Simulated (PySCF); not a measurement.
CH2NO, SMILES O=C[NH], doublet, B3LYP/def2-SVP optimised geometry.

```
5

N     -0.35    -1.13     0.15
C      0.24     0.09     0.00
O     -0.41     1.13     0.00
H     -1.35    -1.04    -0.11
H      1.35     0.09     0.00
```

Density from unrestricted B3LYP/def2-TZVP (PySCF 2.14.0) at that geometry.

Minimum of the electron density along straight lines between bonded atoms, close to the bond critical point (lines longer than 1.1 times the sum of covalent radii, or with two minima, are not listed):

```
bond   length / Å  ρ at the minimum / e bohr⁻³  ∇²ρ there / e bohr⁻⁵  position (fraction from the first atom)
-----  ----------  ---------------------------  --------------------  ---------------------------------------
N1–C2       1.361                        0.341                   ___                                     0.61
C2–O3       1.231                          ___                 -0.32                                     0.34
N1–H4       1.033                        0.326                   ___                                     0.74
C2–H5       1.111                        0.281                 -1.01                                     0.66
```

**Question.** What belongs in the gaps?

**Answer.** 
- N1–C2, ∇²ρ there / e bohr⁻⁵: -1.16
- C2–O3, ρ at the minimum / e bohr⁻³: 0.404
- N1–H4, ∇²ρ there / e bohr⁻⁵: -1.55
